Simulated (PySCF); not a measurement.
CH₆O₂Si₂. Atoms are numbered in the order given.

```xyz
11

O     -1.5642    -0.0879     0.0000
C     -0.3676    -0.3507     0.0000
Si     0.2430    -2.1945     0.0000
Si     0.7740     1.2340     0.0000
O     -0.3530     2.4530     0.0000
H      1.0925    -2.3936     1.2110
H     -0.9143    -3.1282     0.0000
H      1.0925    -2.3936    -1.2110
H      1.6390     1.2436     1.2130
H      1.6390     1.2436    -1.2130
H     -1.2437     2.0571     0.0000
```

Geometry optimised at B3LYP-D3(BJ)/def2-SVP. A frequency run showed that this geometry is not a minimum. The structure was generated by enumeration, and PubChem lists no compound with its InChIKey, so it may never have been made. The values are those of a single conformer.

Calculation: B3LYP-D3(BJ)/def2-SVP (PySCF).

Frequencies are harmonic and unscaled.

Task: Estimate the vibrational spectrum. (The exact figures need the calculation; the answer reports its results.)

Result: 
```
mode  ν (cm⁻¹)  IR (km/mol)  Raman (Å⁴/amu)  depolarisation  moving atoms (share of kinetic energy)
----  --------  -----------  --------------  --------------  --------------------------------------
1          52i          0.3             0.1            0.75                                  H 91 %
2           70          0.4             0.3            0.75                 O 60 %, Si 19 %, H 18 %
3          141          3.9             0.6            0.60         O 35 %, Si 33 %, H 20 %, C 12 %
4          224         18.2             1.3            0.36                 O 62 %, Si 21 %, H 16 %
5          264          5.7             1.3            0.75                   H 52 %, C 39 %, O 9 %
6          361         19.8            15.6            0.38                 O 47 %, Si 41 %, H 11 %
7          440          3.9            25.2            0.27         Si 51 %, O 22 %, H 16 %, C 11 %
8          463         89.4             1.7            0.75                                  H 91 %
9          489         12.0            14.3            0.75                         H 87 %, Si 11 %
10         583         55.8            11.4            0.63         H 58 %, Si 16 %, C 14 %, O 13 %
11         719         79.0             8.3            0.75                 H 56 %, C 26 %, Si 14 %
12         729         10.0             8.1            0.75                          H 79 %, C 17 %
13         788        103.6            18.6            0.75                          H 76 %, C 17 %
14         857        328.3             4.0            0.55                  H 45 %, O 30 %, C 19 %
15         905          8.4             6.7            0.50                 H 47 %, O 28 %, Si 25 %
16         932         78.3            11.2            0.70                 H 53 %, C 28 %, Si 15 %
17         935         34.0            23.9            0.75                                  H 97 %
18         942         10.6             9.7            0.74                          H 84 %, C 10 %
19         987         92.7            13.9            0.64                         H 84 %, Si 13 %
20        1010        312.5             4.6            0.69                                  H 81 %
21        1696         97.5            45.2            0.47                          C 57 %, O 43 %
22        2214         28.7            99.1            0.03                                  H 99 %
23        2220          1.0            27.3            0.75                                  H 96 %
24        2225        221.4           131.8            0.75                                  H 96 %
25        2227         97.3           274.4            0.07                                  H 98 %
26        2252         86.5           136.7            0.41                                  H 96 %
27        3705        109.2            58.0            0.14                                  H 94 %
```
